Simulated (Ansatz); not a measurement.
Computed with Ansatz on PBE0-D4/def2-TZVP structures; ΔE is electronic, products minus reactants. CCSD(T)/CBS adds triple-zeta CCSD(T) − MP2 to the extrapolated MP2 energy (def2 sets, frozen cores). This one scheme is used for every species. DFT in def2-TZVPP. One conformer a species, not always the lowest.

`CO[Si]1(F)CO1` → `F[SiH]1CO1` + `C=O`  (β-hydride elimination)

```
             level  ΔE (kJ/mol)
           ωB97X-V        215.6
           ωB97M-V        214.5
SCS-MP2/def2-TZVPP        205.4
CCSD(T)/def2-TZVPP        208.4
```

Question: What does CCSD(T)/CBS give? (Best estimate.)

Answer: The calculation gave: +214.5 kJ/mol. The listed levels differ from it by 1.1, 0.0, -9.1, -6.1 kJ/mol.

Largest T1 diagnostic among the species: 0.015.

In def2-TZVPP, CCSD(T) changes the Hartree–Fock value by +8.6 kJ/mol (the triples alone add −1.9 kJ/mol) and MP2 by +16.7 kJ/mol. The D4 term adds +12.9 kJ/mol with B3LYP and +7.1 kJ/mol with PBE0; it sums over pairs of atoms, weighted by their polarisabilities, and B3LYP, whose exchange is more repulsive, gets the larger term. From PBE to PBE0 (25 % exact exchange), in def2-TZVPP and without D4, ΔE moves by +18.5 kJ/mol.

B3LYP here is the variant with VWN-RPA as its local correlation; programs differ in this.
